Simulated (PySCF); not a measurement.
**Calculated NMR parameters of FCc1ncno1**

```
Formula                               : C3H3FN2O
SMILES                                : FCc1ncno1
InChI                                 : InChI=1S/C3H3FN2O/c4-1-3-5-2-6-7-3/h2H,1H2
Point group of the computed structure : C1
Degrees of unsaturation               : 3
Carbon signals                        : 3
Proton signals                        : 2
```

Molfile (atoms numbered from 1):
```
C3H3FN2O
     RDKit          3D

 10 10  0  0  0  0  0  0  0  0999 V2000
   -2.0145    0.3025    1.4258 F   0  0  0  0  0  0  0  0  0  0  0  0
   -1.5983    0.1434    0.1346 C   0  0  0  0  0  0  0  0  0  0  0  0
   -0.1210   -0.0202    0.0685 C   0  0  0  0  0  0  0  0  0  0  0  0
    0.6783    0.5422   -0.7883 N   0  0  0  0  0  0  0  0  0  0  0  0
    1.8909    0.0452   -0.4332 C   0  0  0  0  0  0  0  0  0  0  0  0
    1.8369   -0.7679    0.5769 N   0  0  0  0  0  0  0  0  0  0  0  0
    0.5277   -0.8245    0.9133 O   0  0  0  0  0  0  0  0  0  0  0  0
   -1.8918    1.0315   -0.4328 H   0  0  0  0  0  0  0  0  0  0  0  0
   -2.1000   -0.7494   -0.2599 H   0  0  0  0  0  0  0  0  0  0  0  0
    2.8006    0.3019   -0.9331 H   0  0  0  0  0  0  0  0  0  0  0  0
  1  2  1  0
  2  3  1  0
  3  4  2  0
  4  5  1  0
  5  6  2  0
  6  7  1  0
  7  3  1  0
  2  8  1  0
  2  9  1  0
  5 10  1  0
M  END
```

[PySCF 2.14: NMR shieldings at PBE0/pcSseg-1/GIAO; geometry from GFN2-xTB; single conformer; no solvent model; non-relativistic; averaged over atoms made equivalent by symmetry, fast rotation or ring inversion]

δ = σ(ref) − σ, references computed at the same level: TMS for 1H (σref 31.72), 13C (σref 186.93); 19F (σref 170.95) vs CFCl3; 15N (σref 267.73) against NH3; 17O (σref 336.08) against H2O.

| carbon | δC, type | δH (multiplicity) | HMBC from (2–3 bonds) | span of the C tensor (ppm) |
| --- | --- | --- | --- | --- |
| C2 | 80.2, CH2 | 6.09 (m) | – | 74 |
| C3 | 182.3, C | – | H10, H8/H9 | 155 |
| C5 | 162.3, CH | 8.50 (s) | – | 185 |

Other nuclei:
```json
{"atoms": "F1", "nucleus": "19F", "environment": "fluorine on an sp3 carbon", "δ (ppm)": "-260.6", "σ (ppm)": "431.6"}
{"atoms": "N6", "nucleus": "15N", "environment": "pyridine-type nitrogen of an azole", "δ (ppm)": "406.8", "σ (ppm)": "-139.0"}
{"atoms": "N4", "nucleus": "15N", "environment": "pyridine-type nitrogen of an azole", "δ (ppm)": "284.7", "σ (ppm)": "-16.9"}
{"atoms": "O7", "nucleus": "17O", "environment": "aromatic ring oxygen", "δ (ppm)": "419.8", "σ (ppm)": "-83.8"}
```

- Carbon types of the structure: 1 × C, 1 × CH, 1 × CH2, which accounts for all hydrogens.
- δC 182.3: substituted aromatic carbon next to the ring oxygen.
- δC 162.3: aromatic CH between two ring heteroatoms.
- δC 80.2: sp3 CH2 bonded to F, on an aromatic ring; the inductive effect lowers its shielding.
- δH 8.50: hydrogen on an aromatic CH between two ring heteroatoms; it sits in the deshielding region of the aromatic ring current.
- δH 6.09: hydrogen on an sp3 CH2 bonded to F, on an aromatic ring; its carbon carries F, an electronegative neighbour.

Splittings by 19F in the carbon and heteronuclear signals aren't shown, as no couplings were computed. Shifts are as computed. Against solution values, carbons near 30 ppm lie about +3 ppm off and those near 130 ppm about +5 ppm (rms about the fit 2.1 ppm; single classes can miss by 10 ppm). Of 1328 compounds with measured shifts, 309 miss one by over three times the rms of a fit or turn the order of signals round; such compounds aren't used in these exercises. Signals without a measured value on file couldn't be tested in this way; 1H shifts scatter by 0.2 ppm about their fit, and single ones miss by 0.5 ppm. Unscaled 19F shifts against computed CFCl3 carry errors that often reach 10 to 50 ppm. Unscaled 17O shifts of doubly bonded oxygen tend to come out too high, by tens of ppm or more. Experimental scales use liquid or dissolved standards, which lie at an offset from isolated NH3 (liquid NH3: subtract about 20 ppm) and H2O (liquid H2O: subtract about 36 ppm). Unscaled 15N shifts of sp2 nitrogen often come out too high even then, by a few to some tens of ppm. No couplings were computed; multiplicities are counted from neighbouring protons, with m where these are inequivalent, close in shift, in a saturated or five-membered ring or joined by F or P, and br s for small geminal =CH2 splittings.
